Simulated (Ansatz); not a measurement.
`SC[S][GeH3]` and `CCSCS` differ in one atom or group.

Ansatz, PBE0-D4/def2-TZVP geometries, multiplicity 1. Each molecule was computed in one conformer, which needn't be the lowest.

Scalar relativity is left out up to krypton.

| property | `SC[S][GeH3]` |
| --- | --- |
| HOMO energy (B3LYP/def2-TZVPP) / eV | -6.72 |
| size of the dipole moment (B3LYP/def2-TZVPP) / D | 1.77 |
| HOMO–LUMO gap (PBE0/def2-TZVPP) / eV | 6.74 |
| HOMO energy (ωB97M-V/def2-TZVPP) / eV | -9.14 |
| size of the dipole moment (PBE/def2-TZVPP) / D | 1.75 |
| LUMO energy (ωB97M-V/def2-TZVPP) / eV | 1.65 |

Give the same properties after the change, and the shifts. (Best estimate.)

The calculation gave: 
```
                                        property  `CCSCS`  shift
             HOMO energy (B3LYP/def2-TZVPP) / eV    -6.26   0.46
size of the dipole moment (B3LYP/def2-TZVPP) / D     2.36   0.59
            HOMO–LUMO gap (PBE0/def2-TZVPP) / eV     6.77   0.03
           HOMO energy (ωB97M-V/def2-TZVPP) / eV    -8.72   0.42
  size of the dipole moment (PBE/def2-TZVPP) / D     2.34   0.59
           LUMO energy (ωB97M-V/def2-TZVPP) / eV     2.10   0.45
```

Dipoles are sizes alone; their direction can turn.

B3LYP here is the variant with VWN-RPA as its local correlation; programs differ in this.
